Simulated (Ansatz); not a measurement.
A nudged elastic band was laid between two geometries of AlBrClH3 (6 atoms, charge 0, multiplicity 1).

Level of theory: RKS PBE-D4/def2-SVP in Ansatz.

```yaml
movable_images: 7
climbing_image: yes
spring: 5.0 eV/Å²
optimiser: quadratic models (default)
start_path: through a guess of the saddle point
force_threshold: 0.03 eV/Å
iteration_limit: 60
end_points: relaxed
```

Image 0:

```xyz
6
Properties=species:S:1:pos:R:3
Al 0.010 -0.077 0.101
Cl 0.005 0.373 2.257
H 1.423 0.098 -0.605
H -1.419 0.003 -0.592
Br 0.096 -2.696 0.863
H 0.062 -1.729 1.993
```

Image 8:

```xyz
6
Properties=species:S:1:pos:R:3
Al 0.019 -0.423 -0.086
Cl 0.010 0.121 2.396
H 1.422 0.144 -0.570
H -1.421 0.053 -0.561
Br 0.094 -2.691 0.622
H 0.053 -1.232 2.215
```

(1) What changes between the two ends?

(2) What energy profile does the band end with?

(3) What is the geometry of the highest image?

(4) What are the harmonic wavenumbers there?

The band took 6 iterations and of the order of 2.1 core-minutes.

Answers

(1) Bonds broken: Br5–H6. Bonds formed: Cl2–H6.

(2) It converged. The highest image is number 3 of 0 to 8, 0.017 eV above the first end and 0.045 eV above the last; the last end lies 0.029 eV below the first. A vibrational analysis at the climbing image gives one clearly imaginary mode, 167i cm⁻¹: a first-order saddle point. The orbitals stay closed-shell, which can raise the energy where a bond breaks towards radicals; this wasn't checked here.

```csv
image,path coordinate (Å),energy (eV),Br5–H6 (Å),Cl2–H6 (Å)
0,0.00,0.000,1.49,2.12
1,0.12,0.003,1.52,1.98
2,0.24,0.011,1.57,1.84
3,0.37,0.017,1.64,1.70
4,0.47,0.013,1.72,1.59
5,0.57,0.000,1.82,1.50
6,0.67,-0.016,1.93,1.44
7,0.78,-0.026,2.04,1.39
8,0.88,-0.029,2.16,1.37
```

(3) 
```xyz
6
Properties=species:S:1:pos:R:3
Al 0.013 -0.223 0.053
Cl 0.007 0.191 2.314
H 1.430 0.108 -0.584
H -1.425 0.022 -0.574
Br 0.093 -2.655 0.837
H 0.060 -1.471 1.970
```

(4) 167i, 241, 346, 391, 458, 521, 575, 719, 833, 1193, 1911, 1935 cm⁻¹.

The run took 2.1 min on 1 thread of Arm Neoverse V1, with other jobs on the host, peak memory 0.12 GiB.
